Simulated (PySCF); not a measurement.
B3LYP has the VWN-RPA correlation part, as in Gaussian. Excitations are Tamm–Dancoff values on a coarser integration grid. The basis has no diffuse functions, so Rydberg states are missing or too high.

Cartesian coordinates (Å):
SMILES: [H]/N=C(/C)B
```xyz
10

B      1.2568    -0.7040     0.0543
C      0.0595     0.2835     0.0436
C     -1.3743    -0.0881    -0.1611
N      0.3730     1.5116     0.2288
H      1.6395    -1.1635     1.0848
H      1.8579    -0.9197    -0.9516
H     -1.6983    -0.7929     0.6100
H     -2.0023     0.8025    -0.1268
H     -1.5041    -0.5898    -1.1243
H      1.3816     1.6563     0.3595
```
Charge 0, spin multiplicity 1.

Task: What is the computed S1–T1 gap (TDA), LUMO, dipole moment, S1 excitation (TDA), S1 oscillator strength, T1 excitation (TDA), HOMO and HOMO–LUMO gap (B3LYP-D3(BJ)/def2-TZVP (PySCF 2.14.0))?

Result: 
```yaml
S1–T1 gap (TDA): 0.82 eV
LUMO: -2.08 eV
dipole_moment: 1.63 D
S1 excitation (TDA): 4.20 eV
S1 oscillator strength: 0.036
T1 excitation (TDA): 3.38 eV
HOMO: -7.14 eV
HOMO–LUMO gap: 5.06 eV
```
